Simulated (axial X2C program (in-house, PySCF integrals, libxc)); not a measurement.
HMoF: properties at the nuclei

Computed with an axial X2C code built on PySCF integrals: two-component X2C with atomic mean-field Coulomb and Gaunt terms, Gaussian nuclei, basis H dyall-v3z, Mo dyall-v3z, F dyall-av3z with contracted cores.

H–Mo–F held linear, with bonds 1.799 and 1.916 Å (near the PBE0 minimum at charge 0 of the determinant lowest at the starting distance; the state shown can have its own minimum elsewhere, held linear; other orders of the atoms were not compared).

Input and command:
```json
{"zs": [1, 42, 9], "q": 0, "bas": ["dyall-v3z", "dyall-v3z", "dyall-av3z"], "r0": [1.7, 2.02], "symm": 0, "scan": ["PBE0", "HF", "PBE"], "levels": ["PBE0", "HF", "PBE"], "nst": 2}
```
```bash
python solin.py task.json out
```

Keys: zs atomic numbers; q charge; bas basis sets; r0 starting distance in Å; symm equal bonds; scan levels of the two-bond scan; levels methods; nst determinants followed.

Determinant lowest in the PBE0 search, Ω = 1 (⟨Sz⟩ = 2.00, ⟨Lz⟩ = -1.00 at PBE0), spin on the atoms H -0.04, Mo 2.04, F 0.00:

```tsv
level	Eeff magnitude (GV/cm)	Ws magnitude Mo (kHz)	A∥/gI H (MHz)	qzz H (a.u.)	A∥/gI Mo (MHz)	qzz Mo (a.u.)	A∥/gI F (MHz)	qzz F (a.u.)	μ (D)
PBE0	0.898	0.342	-8.66	0.08	1020	-3.93	-84.5	0.00	-0.15
HF	0.873	0.295	-15.6	0.09	624	-4.74	-55.9	0.13	-0.60
PBE	0.919	0.361	-7.28	0.08	1140	-3.67	-99.2	-0.11	0.17
```

Determinant 0.08 eV from it at PBE0 and this distance, Ω = 3 (⟨Sz⟩ = 2.00, ⟨Lz⟩ = 1.00 at PBE0), spin on the atoms H -0.04, Mo 2.04, F 0.00:

```tsv
level	Eeff magnitude (GV/cm)	Ws magnitude Mo (kHz)	A∥/gI H (MHz)	qzz H (a.u.)	A∥/gI Mo (MHz)	qzz Mo (a.u.)	A∥/gI F (MHz)	qzz F (a.u.)	μ (D)
PBE0	0.95	0.124	-0.29	0.08	588	-3.88	34.3	0.00	-0.15
HF	0.924	0.107	-2.57	0.09	463	-4.65	21.7	0.13	-0.61
PBE	0.964	0.13	0.155	0.08	621	-3.63	40	-0.11	0.16
```

Eeff is the effective electric field on the electron electric dipole moment in this Ω state and Ws the scalar–pseudoscalar constant of the nucleus named (defined with the proton number Z and per Ω); A∥ (defined per Ω) follows by multiplying with gI = μI/(I μN); qzz is the electric field gradient, eQq0 = 234.96 MHz × Q/barn × qzz; μ is positive if the F end (last atom) is positive. The operators were transformed with the bare-nucleus X2C matrices; with these basis sets, hyperfine constants and field gradients can be off by tens of per cent, and where levels differ in sign neither size nor sign is settled.

Problem. With gI(95Mo) = -0.3657, Q(95Mo) = -0.022 barn, gI(19F) = 5.2577 (g factors from the IAEA table of nuclear moments by Stone; Q from Pyykkö, Mol. Phys. 2018), turn the PBE0 values of the first state into constants in MHz.

Solution. A∥(95Mo) = 1020 × -0.3657 = -373 MHz; eQq0(95Mo) = 234.96 × (-0.022) × (-3.93) = 20.3 MHz; A∥(19F) = -84.5 × 5.2577 = -444 MHz.

The molecule was held linear; bending was not examined, so a bent shape may lie lower.

Each state is one determinant with collinear spin, which with several unpaired electrons need not be a pure state. Unrestricted Hartree–Fock can overshoot spin polarisation at the nuclei. With several open shells hyperfine constants can be off by a factor of several. Open-shell Ω = 0 determinants with evenly filled partner blocks cannot be reached by this program, so the Ω shown need not be the lowest component. The search compared states at one distance, so a state with another bond length can lie lower. Where a field gradient or hyperfine factor spreads by more than a factor of two over the levels, a constant derived from it is not to be relied on. PBE0 term energies can be off by some tenths of an eV.
